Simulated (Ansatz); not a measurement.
```yaml
crystal:
  periodic: [false, false, false]
  atoms:
    - {symbol: C, position_ang: [0.672074, -1.358726, 0.227268]}
    - {symbol: C, position_ang: [-0.008551, 0.121293, 0.800521]}
    - {symbol: Sn, position_ang: [-0.666152, 1.172571, -0.528085]}
    - {symbol: Cl, position_ang: [-2.286919, 0.396850, -2.370316]}
    - {symbol: Cl, position_ang: [1.145581, 2.024827, -1.895603]}
    - {symbol: Cl, position_ang: [-1.625649, 3.363028, -0.057289]}
    - {symbol: H, position_ang: [1.498621, -1.278451, -0.212518]}
    - {symbol: H, position_ang: [0.157278, -1.821172, -0.448315]}
    - {symbol: H, position_ang: [1.190506, -2.233815, 0.998819]}
    - {symbol: H, position_ang: [0.592811, 0.353912, 1.329902]}
    - {symbol: H, position_ang: [-0.778972, -0.312234, 1.379923]}
basis:
  gaussian: {orbitals: def2-SVPD}
total_charge: 1
magnetization: {spin_polarized: true, initial_magnetization: 1}
hamiltonian: {xc: {name: HF}}
correlation: {active_space: {window: {electrons: 2, orbitals: 1}}}
```

```sh
$ ansatz run in.yaml --threads 4 --pin off --events-out ev --progress --plain --max-ram 11315MiB
```

Question: How does Ansatz answer? (Best estimate.)

Answer: Ansatz gave: The input was rejected before any iteration.
```
Error: invalid value for `correlation.active_space`: it starts from restricted Hartree–Fock orbitals; set hamiltonian.xc: hf without magnetization.spin_polarized
```
